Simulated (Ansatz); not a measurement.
Reaction: C3H4O (SMILES O1CC=C1) → C3H4O (SMILES C#CCO)
Each species at its own B3LYP-D3(BJ)/def2-TZVP minimum (Ansatz, an electronic-structure program), one conformer.

Total energies in hartree (Ansatz). Open shells are spin-unrestricted; no spin-orbit coupling. Cores are frozen in correlated methods. No relativity.

```csv
species,HF/cc-pVTZ,CCSD(T)/cc-pVTZ,HF/cc-pVQZ,CCSD(T)/cc-pVQZ,CCSD(T)/cc-pVDZ,CCSDT(Q)/cc-pVDZ
1: C3H4O (SMILES C1=CCO1),-190.77716,-191.55157,-190.79053,-191.60912,-191.35621,-191.35876
2: C3H4O (SMILES C(#C)CO),-190.78520,-191.55103,-190.79901,-191.60940,-191.35174,-191.35423
```

Question: Work out the isomerisation energy (electronic) in kcal/mol: take Hartree-Fock from cc-pVQZ, extrapolate the CCSD(T) correlation energy as X^-3 (X = 3, 4), and add CCSDT(Q) - CCSD(T) in cc-pVDZ. 1 hartree = 627.51 kcal/mol.

Answer: 
Species 1: correlation (64·(-0.81859) - 27·(-0.77441))/37 = -0.85083; step -0.00255; E1 = -190.79053 + (-0.85083) + (-0.00255) = -191.64391
Species 2: correlation (64·(-0.81039) - 27·(-0.76583))/37 = -0.84291; step -0.00249; E2 = -190.79901 + (-0.84291) + (-0.00249) = -191.64441
-1·E1 +1·E2 = -0.00050 hartree = -0.3 kcal/mol.
